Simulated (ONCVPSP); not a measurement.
hydrogen (H): what ONCVPSP 4.0.1 does with a changed input

Command:

```bash
oncvpsp.x < H.dat > H.out
```

Input:

```
# ATOM AND REFERENCE CONFIGURATION
# atsym  z   nc   nv     iexc    psfile
  H 1.00    0    1  -116133      upf
#
#   n    l    f
    1    0    1.00
#
# PSEUDOPOTENTIAL AND OPTIMIZATION
# lmax
    0
#
#   l,   rc,      ep,       ncon, nbas, qcut
    0    5.90    0.00    3    6    5.60
#
# LOCAL POTENTIAL
# lloc, lpopt,  rc(5),   dvloc0
    4    4    1.15    3.00
#
# VANDERBILT-KLEINMAN-BYLANDER PROJECTORs
# l, nproj, debl
    0    2    0.80
#
# MODEL CORE CHARGE
# icmod, fcfact, rcfact
    0    0.00    0.00
#
# LOG DERIVATIVE ANALYSIS
# epsh1, epsh2, depsh
   -2.00    5.00    0.02
#
# OUTPUT GRID
# rlmax, drl
    6.00    0.01
#
# TEST CONFIGURATIONS
# ncnf
    1
# nvcnf
#   n    l    f
    1
    1    0    0.50
#
```

This is an input that runs to its end, with one change: rc of l = 0 set to 5.90 bohr.

Problem. How does the run end?

Solution. The program runs through. Ghost flags: none; the largest excitation error among the 1 tests with output is 267 meV, against 4.57 meV for the unchanged input.

```
      PS_ref= -4.05068505D-01  PS_tst= -4.05068505D-01  dif=  1.44D-15
      PSP excitation error= -1.44D-15

Test configuration 1

   n   l     f        eae           eps        diff
   1   0  0.5000   -0.45654404   -0.41304381    4.35D-02

    Total energies and differences
      AE_ref= -4.49898245D-01  AE_tst= -2.78739186D-01  dif=  1.71D-01
      PS_ref= -4.05068505D-01  PS_tst= -2.43727597D-01  dif=  1.61D-01
      PSP excitation error=  9.82D-03
```
